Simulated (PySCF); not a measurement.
SnHF, SMILES [SnH][F] (connectivity only; charge and spin as stated), neutral, multiplicity 1.

Geometry: PBE0-D3(BJ)/def2-TZVP. The def2 effective core potentials stand for the cores of Sn; spin–orbit coupling is left out.

Level of theory: PySCF with TDA-PBE0/def2-TZVPD.

Vertical excitations.  State labels are in the subgroup Cs.

```json
[
 {"state": "S1", "symmetry": "A\"", "energy (eV)": "2.93", "λ (nm)": "423", "f": "0.027", "main pairs": "HOMO→LUMO 98 %"},
 {"state": "S2", "symmetry": "A'", "energy (eV)": "5.10", "λ (nm)": "243", "f": "0.051", "main pairs": "HOMO→LUMO+1 96 %"},
 {"state": "S3", "symmetry": "A\"", "energy (eV)": "5.97", "λ (nm)": "208", "f": "0.048", "main pairs": "HOMO−1→LUMO 94 %"},
 {"state": "S4", "symmetry": "A\"", "energy (eV)": "6.34", "λ (nm)": "196", "f": "0.009", "main pairs": "HOMO−3→LUMO 96 %"},
 {"state": "S5", "symmetry": "A'", "energy (eV)": "6.37", "λ (nm)": "195", "f": "0.301", "main pairs": "HOMO→LUMO+2 89 %"},
 {"state": "S6", "symmetry": "A'", "energy (eV)": "6.68", "λ (nm)": "186", "f": "0.007", "main pairs": "HOMO−2→LUMO 90 %"},
 {"state": "S7", "symmetry": "A'", "energy (eV)": "7.44", "λ (nm)": "167", "f": "0.352", "main pairs": "HOMO→LUMO+3 81 %"},
 {"state": "S8", "symmetry": "A\"", "energy (eV)": "7.69", "λ (nm)": "161", "f": "0.168", "main pairs": "HOMO→LUMO+4 96 %"},
 {"state": "S9", "symmetry": "A'", "energy (eV)": "8.02", "λ (nm)": "155", "f": "0.039", "main pairs": "HOMO→LUMO+5 76 %, HOMO−1→LUMO+1 14 %"},
 {"state": "S10", "symmetry": "A\"", "energy (eV)": "8.07", "λ (nm)": "154", "f": "0.008", "main pairs": "HOMO→LUMO+6 99 %"},
 {"state": "T1", "symmetry": "A\"", "energy (eV)": "1.96", "λ (nm)": "634", "f": "0", "main pairs": "HOMO→LUMO 99 %"},
 {"state": "T2", "symmetry": "A'", "energy (eV)": "4.24", "λ (nm)": "293", "f": "0", "main pairs": "HOMO→LUMO+1 96 %"},
 {"state": "T3", "symmetry": "A\"", "energy (eV)": "5.27", "λ (nm)": "235", "f": "0", "main pairs": "HOMO−1→LUMO 95 %"},
 {"state": "T4", "symmetry": "A'", "energy (eV)": "5.42", "λ (nm)": "229", "f": "0", "main pairs": "HOMO→LUMO+2 74 %, HOMO→LUMO+3 20 %"}
]
```
Triplets are in the Tamm–Dancoff approximation.
